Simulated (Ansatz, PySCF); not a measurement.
Input for Ansatz (a first-principles code):
Ansatz 0.2 input:
```yaml
crystal:
  periodic: [false, false, false]
  atoms:
    - {symbol: C, position_ang: [1.52174170, 0.61007953, 0.15480626]}
    - {symbol: Si, position_ang: [0.09075186, -0.48666526, -0.24365779]}
    - {symbol: C, position_ang: [-1.51187863, 0.36127300, 0.31477419]}
    - {symbol: H, position_ang: [2.53862615, 0.31802367, -0.04021949]}
    - {symbol: H, position_ang: [1.41387604, 1.58674764, 0.59320017]}
    - {symbol: H, position_ang: [0.02745229, -0.74749305, -1.69272064]}
    - {symbol: H, position_ang: [0.22992818, -1.78305326, 0.44183991]}
    - {symbol: H, position_ang: [-1.51054122, 0.54702469, 1.38501196]}
    - {symbol: H, position_ang: [-2.37946502, -0.25228421, 0.09084424]}
    - {symbol: H, position_ang: [-1.64958091, 1.31623309, -0.18422968]}
basis:
  gaussian:
    orbitals: STO-3G
hamiltonian:
  xc: pbe0
magnetization: {spin_polarized: true, initial_magnetization: 1}
accuracy: high
```

Question: Convert this to an input for PySCF.

Answer: Several could match; the one computed here: 
```python
from pyscf import gto, scf, dft

mol = gto.Mole()
mol.atom = '''
    C     1.521742    0.610080    0.154806
    Si    0.090752   -0.486665   -0.243658
    C    -1.511879    0.361273    0.314774
    H     2.538626    0.318024   -0.040219
    H     1.413876    1.586748    0.593200
    H     0.027452   -0.747493   -1.692721
    H     0.229928   -1.783053    0.441840
    H    -1.510541    0.547025    1.385012
    H    -2.379465   -0.252284    0.090844
    H    -1.649581    1.316233   -0.184230
'''
mol.basis = 'sto-3g'
mol.charge = 0
mol.spin = 1
mol.verbose = 4
mol.build()

mf = dft.UKS(mol)
mf.xc = 'pbe0'
mf.grids.atom_grid = (99, 590)
mf.grids.prune = None
mf.kernel()
```

Both were run: Ansatz gave -365.348333 Eh and PySCF -365.348333 Eh, 0.000 mEh apart.
